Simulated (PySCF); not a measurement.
Species: isobutyl acetate, C₆H₁₂O₂.
Atom-mapped SMILES: `[CH3:1][C:2](=[O:3])[O:4][CH2:5][CH:6]([CH3:7])[CH3:8]` (hydrogens: H9, H10, H11 on C1; H12, H13 on C5; H14 on C6; H15, H16, H17 on C7; H18, H19, H20 on C8)

The same species was optimised twice, with GFN2-xTB and with PBE0-D3(BJ)/def2-SVP (PySCF), and the same property calculations (PySCF, gas phase) were run on both structures.

| coordinate | GFN2-xTB | PBE0-D3(BJ)/def2-SVP | change |
| --- | --- | --- | --- |
| C5–C6 (Å) | 1.532 | 1.523 | -0.009 |
| C1–C2 (Å) | 1.507 | 1.501 | -0.006 |
| C2–O4 (Å) | 1.337 | 1.342 | +0.005 |
| C6–C7 (Å) | 1.526 | 1.523 | -0.003 |
| C6–C8 (Å) | 1.525 | 1.523 | -0.002 |
| O4–C5 (Å) | 1.426 | 1.425 | -0.001 |
| C2=O3 (Å) | 1.202 | 1.203 | +0.001 |
| C5–C6–C7 (°) | 110.4 | 111.5 | +1.1 |
| C7–C6–C8 (°) | 111.1 | 112.0 | +0.9 |
| O3–C2–O4 (°) | 124.2 | 123.6 | -0.6 |
| C1–C2–O3 (°) | 125.2 | 125.5 | +0.3 |
| O4–C5–C6 (°) | 111.9 | 112.2 | +0.3 |
| C2–O4–C5 (°) | 117.1 | 116.9 | -0.2 |
| C1–C2–O4 (°) | 110.7 | 110.9 | +0.2 |
| C5–C6–C8 (°) | 109.7 | 109.6 | -0.1 |
| C1–C2–O4–C5 (°) | -178 | -178 | 0 |
| C2–O4–C5–C6 (°) | 82 | 85 | +3 |
| O4–C5–C6–C7 (°) | 62 | 58 | -4 |

Rotational constants: A = 3988, B = 1136, C = 1016 MHz (GFN2-xTB) against A = 3994, B = 1132, C = 1010 MHz (PBE0-D3(BJ)/def2-SVP). Point groups within 0.08 Å: C1 and C1.

On the GFN2-xTB structure: HOMO (eV) -7.90 [PBE0/pcSseg-1]; LUMO (eV) 0.45 [PBE0/pcSseg-1]; dipole (D) 1.78 [PBE0/pcSseg-1]; GIAO shielding of C1 (ppm) 163.3 [PBE0/pcSseg-1]; GIAO shielding of C2 (ppm) 10.8 [PBE0/pcSseg-1]; GIAO shielding of O3 (ppm) -113.2 [PBE0/pcSseg-1]; GIAO shielding of O4 (ppm) 126.6 [PBE0/pcSseg-1]; GIAO shielding of C5 (ppm) 113.3 [PBE0/pcSseg-1]; GIAO shielding of C6 (ppm) 155.5 [PBE0/pcSseg-1]; GIAO shielding of C7/C8 (mean) (ppm) 166.2 [PBE0/pcSseg-1].

What do these properties become on the PBE0-D3(BJ)/def2-SVP structure?

```json
{"property": "HOMO (eV)", "level": "PBE0/pcSseg-1", "on GFN2-xTB": "-7.90", "on PBE0-D3(BJ)/def2-SVP": "-7.93", "change": "-0.03"}
{"property": "LUMO (eV)", "level": "PBE0/pcSseg-1", "on GFN2-xTB": "0.45", "on PBE0-D3(BJ)/def2-SVP": "0.39", "change": "-0.06"}
{"property": "dipole (D)", "level": "PBE0/pcSseg-1", "on GFN2-xTB": "1.78", "on PBE0-D3(BJ)/def2-SVP": "1.76", "change": "-0.02"}
{"property": "energy, GFN2-xTB geometry as zero (kcal/mol)", "level": "PBE0/pcSseg-1", "on GFN2-xTB": "0.0", "on PBE0-D3(BJ)/def2-SVP": "-0.4", "change": "-0.4"}
{"property": "GIAO shielding of C1 (ppm)", "level": "PBE0/pcSseg-1", "on GFN2-xTB": "163.3", "on PBE0-D3(BJ)/def2-SVP": "162.3", "change": "-1.0"}
{"property": "GIAO shielding of C2 (ppm)", "level": "PBE0/pcSseg-1", "on GFN2-xTB": "10.8", "on PBE0-D3(BJ)/def2-SVP": "10.6", "change": "-0.2"}
{"property": "GIAO shielding of O3 (ppm)", "level": "PBE0/pcSseg-1", "on GFN2-xTB": "-113.2", "on PBE0-D3(BJ)/def2-SVP": "-113.6", "change": "-0.4"}
{"property": "GIAO shielding of O4 (ppm)", "level": "PBE0/pcSseg-1", "on GFN2-xTB": "126.6", "on PBE0-D3(BJ)/def2-SVP": "124.6", "change": "-2.0"}
{"property": "GIAO shielding of C5 (ppm)", "level": "PBE0/pcSseg-1", "on GFN2-xTB": "113.3", "on PBE0-D3(BJ)/def2-SVP": "113.6", "change": "+0.3"}
{"property": "GIAO shielding of C6 (ppm)", "level": "PBE0/pcSseg-1", "on GFN2-xTB": "155.5", "on PBE0-D3(BJ)/def2-SVP": "155.7", "change": "+0.2"}
{"property": "GIAO shielding of C7/C8 (mean) (ppm)", "level": "PBE0/pcSseg-1", "on GFN2-xTB": "166.2", "on PBE0-D3(BJ)/def2-SVP": "164.4", "change": "-1.8"}
```

The heavy atoms differ by 0.022 Å rms after alignment. Among bonds between heavy atoms C5–C6 changes most (-0.009 Å). Changes are differences of the printed values. Neither structure is proved a minimum here.

The values belong to the conformer `[CH3:1][C:2](=[O:3])[O:4][CH2:5][CH:6]([CH3:7])[CH3:8]`: C1–C2–O4–C5 -178°, C2–O4–C5–C6 85°, O4–C5–C6–C7 58°.
